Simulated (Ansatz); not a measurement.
`NB(Cl)Cl` + `O[B-]1(O)OC(C(F)(F)F)=CC(C(F)(F)F)=[O+]1` → `FC(F)(F)C1=CC(C(F)(F)F)=[O+][B-](Cl)(Cl)O1` + `NB(O)O`  (redistribution)

Calculated with Ansatz (gas phase, PBE0-D4/def2-TZVP geometries, no zero-point term in ΔE). CCSD(T)/CBS adds triple-zeta CCSD(T) − MP2 to the extrapolated MP2 energy (def2 sets, frozen cores). This one scheme is used for every species. Each species was taken in one conformer, which may not be the lowest.

```tsv
species	HF/CBS(def2) energy (Eh)
`NB(Cl)Cl`	-999.53036
`O[B-]1(O)OC(C(F)(F)F)=CC(C(F)(F)F)=[O+]1`	-1112.54567
`FC(F)(F)C1=CC(C(F)(F)F)=[O+][B-](Cl)(Cl)O1`	-1880.60947
`NB(O)O`	-231.46870
```

(1) Work out ΔE.

Largest T1 diagnostic among the species: 0.015.

Answers

(1) ΔE = (-1880.60947) + (-231.46870) − (-999.53036) − (-1112.54567) = -0.00214 Eh = -5.6 kJ/mol. CCSD(T)/CBS gives -6.4 kJ/mol.

Leaving LDA and LC-ωPBE aside and taking each functional with its dispersion term where it has one, the values, not all of them listed here, spread over 6.6 kJ/mol, from BHLYP-D4 to r2SCAN-D4. The D4 term adds −5.1 kJ/mol with B3LYP and −3.1 kJ/mol with PBE0; it sums over pairs of atoms, weighted by their polarisabilities, and B3LYP, whose exchange is more repulsive, gets the larger term. At CCSD(T), def2-SVP lies +12.1 kJ/mol from the extrapolated value and def2-TZVPP +4.5 kJ/mol.

B3LYP here is the variant with VWN-RPA as its local correlation; programs differ in this.
